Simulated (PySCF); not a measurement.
Si(H)2(Br)(vinyl) (C2H5BrSi), SMILES C=C[SiH2]Br. Atoms are numbered in the order given.

```xyz
9

Si     0.0028    -0.8453     0.6285
Br    -0.9958     0.6809    -0.6920
C      1.8451    -0.7986     0.3649
C      2.7058    -0.4707     1.3389
H     -0.3083    -0.5150     2.0447
H     -0.5778    -2.1639     0.2588
H      2.2404    -1.0475    -0.6284
H      3.7893    -0.4514     1.1764
H      2.3660    -0.2046     2.3464
```
Charge 0, spin multiplicity 1.

Geometry: B3LYP-D3(BJ)/def2-SVP. The values are those of a single conformer.

Method: SMD-PBE0/def2-SVP (PySCF).

Solvation free energies are E(SMD) − E(gas) at the gas-phase geometry, for 1 M in both phases. Bromine has the revised SMD18 radius of 2.60 Å. In vacuum the dipole moment is 2.15 D.

Task: Estimate the solvation free energies in water, methanol, ethylethanoate. (The exact figures need the calculation; the answer reports its results.)

Result: 
| solvent | ΔG(solv) (kcal/mol) | its non-electrostatic (CDS) part | dipole (D) |
|---|---|---|---|
| water | 0.4 | 3.0 | 2.78 |
| methanol | -3.3 | -0.8 | 2.77 |
| ethylethanoate | -3.3 | -1.3 | 2.65 |
